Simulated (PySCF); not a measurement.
AsH4Si, SMILES [SiH2][AsH2], multiplicity 2. Atoms are numbered in the order given.

```xyz
6

Si    -1.5710    -0.3638    -0.1325
As     0.7348     0.1797     0.1410
H     -2.4052     0.8458     0.0895
H     -1.9316    -0.9709    -1.4412
H      1.1698    -1.2598    -0.1150
H      0.9135     0.5485    -1.3321
```
Charge 0, spin multiplicity 2.

Coordinates come from a B3LYP-D3(BJ)/def2-TZVP optimisation. The isomer is the one that the SMILES or the coordinates give; other isomers of the formula were not compared.

All values below come from B3LYP-D3(BJ)/def2-TZVP in PySCF 2.14.0.

Frequencies are harmonic and unscaled.

**Question.** Estimate the vibrational spectrum. (Estimate from the structure and the level; the computed values follow.)

**Answer.** 
```
mode  ν (cm⁻¹)  IR (km/mol)  moving atoms (share of kinetic energy)
----  --------  -----------  --------------------------------------
1          104          0.4                                  H 98 %
2          341          0.8                        Si 67 %, As 29 %
3          461          7.5                                  H 98 %
4          477         13.6                                  H 98 %
5          669         59.3                                  H 91 %
6          704          4.8                                  H 92 %
7          924        142.3                                  H 96 %
8          986         12.3                                  H 99 %
9         2150         61.5                                  H 99 %
10        2175         71.9                                  H 98 %
11        2176         74.5                                  H 98 %
12        2207        128.7                                  H 96 %
```
